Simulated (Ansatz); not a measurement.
Gas-phase electronic energies from Ansatz, PBE0-D4/def2-TZVP geometries. CCSD(T)/CBS adds triple-zeta CCSD(T) − MP2 to the extrapolated MP2 energy (def2 sets, frozen cores). This one scheme is used for every species. DFT in def2-TZVPP. B3LYP here is the variant with VWN-RPA as its local correlation; programs differ in this. HSE06 is defined as in plane-wave codes. Elements past krypton have def2 core potentials. For In outer-core shells are correlated without core-valence functions, which leaves a few kJ/mol of doubt a bond. One conformer a species, not always the lowest.

`[CH3][InH][PH2]` + `C=C=CO` → `C=C=C[O][InH][CH3]` + PH₃  (cleavage of the In–P bond)

`[CH3][InH][PH2]`:

Z-matrix (Å, degrees):
```
C
In 1 2.153
H 1 1.090 2 111.2
H 1 1.091 2 110.4 3 -121.7
H 1 1.093 2 109.1 3 119.8
P 2 2.500 1 119.4 3 -11.5
H 2 1.730 1 122.5 3 164.7
H 6 1.420 2 94.1 1 -137.8
H 6 1.421 2 94.0 1 -43.2
```

`C=C=CO`:

```xyz
8

C    -0.258   -0.867   -1.260
C    -0.239   -0.187   -0.150
C    -0.230    0.491    0.965
O     0.809    1.215    1.466
H    -0.571   -0.417   -2.199
H     0.035   -1.913   -1.294
H    -1.099    0.530    1.612
H     1.553    1.148    0.858
```

`C=C=C[O][InH][CH3]`:

```xyz
13

C    -0.625   -1.479   -1.252
C    -1.079   -0.247   -1.204
C    -1.341    1.044   -1.094
O    -0.476    1.895   -0.561
In    1.131    0.663    0.020
C     0.845    0.074    2.048
H    -0.810   -2.195   -0.451
H    -0.091   -1.864   -2.121
H    -2.293    1.451   -1.437
H     2.370    0.725   -1.153
H    -0.225    0.023    2.244
H     1.300   -0.898    2.242
H     1.293    0.809    2.719
```

PH₃:

Cartesian coordinates in Å:
```
P 0.104 0.492 0.290
H -0.360 -0.693 0.919
H 1.102 -0.198 -0.448
H -0.846 0.399 -0.761
```

```tsv
level	ΔE (kcal/mol)
B3LYP	0.9
HSE06	1.9
MP2/def2-TZVPP	-3.5
SCS-MP2/def2-TZVPP	-3.4
```

Q: What does CCSD(T)/CBS give? (An estimate is asked.)

A: Computed: -3.5 kcal/mol. The listed levels differ from it by 4.4, 5.4, 0.0, 0.1 kcal/mol.

Largest T1 diagnostic among the species: 0.015.

In def2-TZVPP, CCSD(T) changes the Hartree–Fock value by −3.7 kcal/mol (the triples alone add −1.2 kcal/mol) and MP2 by −4.4 kcal/mol. Leaving LDA and LC-ωPBE aside and taking each functional with its dispersion term where it has one, the values, not all of them listed here, spread over 3.3 kcal/mol, from B97M-V to HSE06-D4. LDA lies −1.1 kcal/mol from PBE without D4. The D4 term adds −2.2 kcal/mol with B3LYP and −1.2 kcal/mol with PBE0; it sums over pairs of atoms, weighted by their polarisabilities, and B3LYP, whose exchange is more repulsive, gets the larger term.
